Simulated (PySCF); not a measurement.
Ligand exchange on a metal centre used in film growth or etching (Y Cl-NH2). Gas-phase values, no solvent. One relaxed conformer stands for each flexible species; it need not be the lowest.

Level of theory: TPSSh-D3(BJ)/def2-TZVP // PBE-D3(BJ)/def2-SVP (PySCF 2.14.0). All candidates: neutral, multiplicity 1. 

```
Item              Value
-------------  --------
HOMO–LUMO gap   4.34 eV
LUMO           -1.88 eV
HOMO           -6.22 eV
```

Name which member has these values.
A) [Y(NH2)3]
B) [Y(Cl)(NH2)2]
C) [Y(Cl)3]
D) [Y(Cl)2(NH2)]

B, [Y(Cl)(NH2)2]. The others give [Y(Cl)2(NH2)]: 4.40 eV, -2.49 eV, -6.90 eV; [Y(Cl)3]: 5.22 eV, -3.17 eV, -8.39 eV; [Y(NH2)3]: 4.19 eV, -1.33 eV, -5.53 eV
